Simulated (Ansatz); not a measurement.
Start from `SBCl` and change one atom or group to get `SB(S)Cl`.

Ansatz, PBE0-D4/def2-TZVP geometries, multiplicity 1. Each molecule was computed in one conformer, which needn't be the lowest.

```tsv
property	`SBCl`
HOMO energy (PBE/def2-TZVPP) / eV	-7.13
LUMO energy (ωB97M-V/def2-TZVPP) / eV	0.74
HOMO–LUMO gap (ωB97M-V/def2-TZVPP) / eV	11.20
HOMO–LUMO gap (PBE/def2-TZVPP) / eV	4.90
LUMO energy (B3LYP/def2-TZVPP) / eV	-1.48
LUMO energy (PBE0/def2-TZVPP) / eV	-1.30
```

Question: Give the same properties after the change, and the shifts. (Best estimate.)

Answer: Computed: 
```csv
property,`SB(S)Cl`,shift
HOMO energy (PBE/def2-TZVPP) / eV,-6.58,0.55
LUMO energy (ωB97M-V/def2-TZVPP) / eV,1.07,0.33
HOMO–LUMO gap (ωB97M-V/def2-TZVPP) / eV,10.95,-0.25
HOMO–LUMO gap (PBE/def2-TZVPP) / eV,4.70,-0.20
LUMO energy (B3LYP/def2-TZVPP) / eV,-1.14,0.34
LUMO energy (PBE0/def2-TZVPP) / eV,-1.00,0.30
```

With PBE0 the HOMO rises by 0.56 eV and the LUMO rises by 0.30 eV, so the gap narrows by about 0.26 eV. PBE moves the HOMO by 0.55 eV and ωB97M-V by 0.59 eV. The zero-point energy changes by 3.8 kJ/mol with +3 modes.

B3LYP here is the variant with VWN-RPA as its local correlation; programs differ in this.
